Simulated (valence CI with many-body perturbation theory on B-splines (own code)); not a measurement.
## Level structure of Nb27+

Calculated by configuration interaction combined with many-body perturbation theory (CI+MBPT): four valence electrons over a frozen Dirac-Fock core [Ne], a basis of 11 s, 11 p, 9 d, 7 f, 5 g, 2 h, 1 i functions for each j, with the one-electron correlation potential Σ1 (screened to all orders), the two-electron term Σ2, the three-electron term Σ3, Breit, model QED; selected single and double excitations, second order for the rest (own B-spline code, finite nucleus).

The last digits are not significant, and no measured levels were compared; by estimate large intervals hold to a few tenths of a per cent, small ones and those within an open d or f shell to about a per cent.

Levels 1 to 45 of 72, with energies above the lowest level, 3s²3p² ³P_0. "Leading %" is the weight of the configuration and term that name the level; weights of strongly mixed levels are sums over their largest components and can fall short. Lifetimes count E1, E2, E3, M1 and M2 decay at the calculated energies, and are blank where another channel may lead or the interval is too uncertain; long ones can be off by a factor of two.

```csv
No.,Configuration,Term,J,E (cm⁻¹),Leading %,Lifetime,Second component
1,3s²3p²,³P,0,0,79,,19 % 3s²3p² ¹S
2,3s²3p²,³P,1,141850,98,24.2 μs,
3,3s²3p²,¹D,2,175680,49,3.12 ms,49 % 3s²3p² ³P
4,3s²3p²,³P,2,343510,49,9.66 μs,49 % 3s²3p² ¹D
5,3s²3p²,¹S,0,424780,78,4.21 μs,19 % 3s²3p² ³P
6,3s3p³,⁵S°,2,655370,72,585 ps,20 % 3s3p³ ³P°
7,3s3p³,³D°,1,774040,58,54.9 ps,19 % 3s3p³ ³P°
8,3s3p³,³D°,2,813070,57,176 ps,18 % 3s3p³ ⁵S°
9,3s3p³,³D°,3,861070,87,213 ps,11 % 3s²3p3d ³D°
10,3s²3p3d,¹D°,2,925740,29,123 ps,24 % 3s3p³ ¹D°
11,3s3p³,³P°,0,935950,90,48.0 ps,9 % 3s²3p3d ³P°
12,3s3p³,³P°,1,953540,61,31.5 ps,18 % 3s3p³ ³D°
13,3s²3p3d,³F°,2,1008800,60,52.4 ps,14 % 3s3p³ ³P°
14,3s3p³,³S°,1,1054200,50,5.80 ps,32 % 3s3p³ ¹P°
15,3s²3p3d,³F°,3,1063700,85,63.8 ps,5 % 3s²3p3d ³D°
16,3s3p³,³P°,2,1072400,36,43.7 ps,25 % 3s²3p3d ¹D°
17,3s²3p3d,³D°,1,1124100,42,5.62 ps,23 % 3s²3p3d ³P°
18,3s²3p3d,³P°,2,1128900,52,8.44 ps,22 % 3s3p³ ¹D°
19,3s²3p3d,³F°,4,1188200,98,25.4 μs,
20,3s3p³,¹P°,1,1219300,32,5.95 ps,27 % 3s3p³ ³S°
21,3s²3p3d,³D°,2,1247700,42,4.96 ps,25 % 3s²3p3d ¹D°
22,3s²3p3d,³P°,0,1257500,89,6.95 ps,9 % 3s3p³ ³P°
23,3s²3p3d,³D°,3,1259000,64,6.26 ps,14 % 3s²3p3d ¹F°
24,3s²3p3d,³P°,1,1286200,50,6.78 ps,10 % 3s3p³ ³P°
25,3s²3p3d,³P°,2,1306300,35,7.00 ps,18 % 3s²3p3d ³D°
26,3s²3p3d,¹F°,3,1355600,78,6.55 ps,17 % 3s²3p3d ³D°
27,3s²3p3d,¹P°,1,1403100,67,6.67 ps,14 % 3s3p³ ¹P°
28,3p⁴,³P,2,1481100,26,76.6 ps,24 % 3s3p²3d ³P
29,3s3p²3d,⁵F,1,1482500,76,293 ps,13 % 3s3p²3d ³D
30,3s3p²3d,⁵F,2,1515300,50,54.4 ps,16 % 3p⁴ ³P
31,3s3p²3d,⁵F,3,1544700,53,105 ps,29 % 3s3p²3d ⁵D
32,3p⁴,³P,0,1581200,27,37.3 ps,24 % 3s3p²3d ⁵D
33,3s3p²3d,⁵D,1,1598500,51,216 ps,21 % 3s3p²3d ³P
34,3s3p²3d,⁵D,2,1609400,37,106 ps,26 % 3s3p²3d ³F
35,3s3p²3d,⁵D,0,1617800,69,41.7 ps,13 % 3p⁴ ³P
36,3s3p²3d,⁵F,3,1619000,34,86.8 ps,27 % 3s3p²3d ³F
37,3s3p²3d,⁵F,4,1621400,79,2.36 ns,17 % 3s3p²3d ⁵D
38,3s3p²3d,³F,2,1648400,48,48.7 ps,15 % 3p⁴ ¹D
39,3p⁴,³P,1,1652000,36,34.9 ps,31 % 3s3p²3d ⁵D
40,3s3p²3d,⁵D,4,1653300,46,814 ps,38 % 3s3p²3d ³F
41,3p⁴,¹D,2,1662300,23,42.5 ps,17 % 3s3p²3d ⁵D
42,3s3p²3d,⁵F,5,1677700,83,748 ps,17 % 3s3p²3d ³G
43,3s3p²3d,⁵P,3,1698500,44,15.4 ps,43 % 3s3p²3d ³F
44,3p⁴,³P,2,1733100,22,9.17 ps,12 % 3s3p²3d ⁵P
45,3s3p²3d,⁵D,3,1734000,36,15.8 ps,25 % 3s3p²3d ⁵P
```

Names give the largest LS component (configuration and term), which can be under half, so a name can repeat, a term be missing and a line seem to break the LS rules; names also repeat where a configuration has a term twice.

The ionisation energy to 3s²3p ²P°1/2 of the next ion comes out as 1437.7 eV (NIST: 1439 ± 3 eV (semi-empirical)). All 72 levels together are meant to be complete up to 1975600 cm⁻¹.
